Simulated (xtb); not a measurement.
ReOCl₅, SMILES [Re]([Cl])([Cl])([Cl])(=[O])([Cl])[Cl], multiplicity 1. All values are semi-empirical tight-binding results from xtb (GFN2-xTB unless named), good for trends rather than for accurate numbers. Geometry: GFN2-xTB. The spin state was assumed, not searched.

Optimised geometry:

```xyz
7

Re     0.0000     0.0000    -0.1538
O      0.0000     0.0000    -1.8245
Cl     1.6487     1.6487    -0.1156
Cl     1.6487    -1.6487    -0.1156
Cl    -1.6487     1.6487    -0.1156
Cl    -1.6487    -1.6487    -0.1156
Cl     0.0000     0.0000     1.9994
```

For metal compounds this method's bond lengths and energies can be far off.

Computed properties:
```
Quantity                                       Result
-------------------------------------  --------------
point group as xtb finds it                       C4v
orbital gap                                   0.53 eV
zero-point energy                        4.9 kcal/mol
G − E(el) at 298.15 K (modified RRHO)  -18.9 kcal/mol
```

Computed atomic charges and the Wiberg bond orders between heavy atoms:
charges (e) Re1 0.68, O2 -0.28, Cl3 -0.07, Cl4 -0.07, Cl5 -0.07, Cl6 -0.07, Cl7 -0.12. Bond orders Re1–O2 2.04, Re1–Cl3 1.07, Re1–Cl4 1.07, Re1–Cl5 1.07, Re1–Cl6 1.07, Re1–Cl7 1.13.
